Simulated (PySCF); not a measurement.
SnI3, SMILES [I][Sn-]([I])[I], charge -1.

Coordinates come from a B3LYP-D3(BJ)/def2-SVPD optimisation. The isomer is the one that the SMILES or the coordinates give; other isomers of the formula were not compared. The def2 effective core potentials stand for the cores of I, Sn; spin–orbit coupling is left out.

Computed with B3LYP-D3(BJ)/def2-SVPD (PySCF 2.14.0).

Frequencies are harmonic and unscaled.

Modes within 1.5 cm⁻¹ of each other (mostly degenerate sets) share a row, with their intensities summed.

```tsv
mode	ν (cm⁻¹)	IR (km/mol)	moving atoms (share of kinetic energy)
1–2	41	0.0	I 91 %, Sn 9 %
3	54	0.1	I 76 %, Sn 24 %
4–5	146	82.7	Sn 58 %, I 42 %
6	155	6.2	Sn 52 %, I 48 %
```
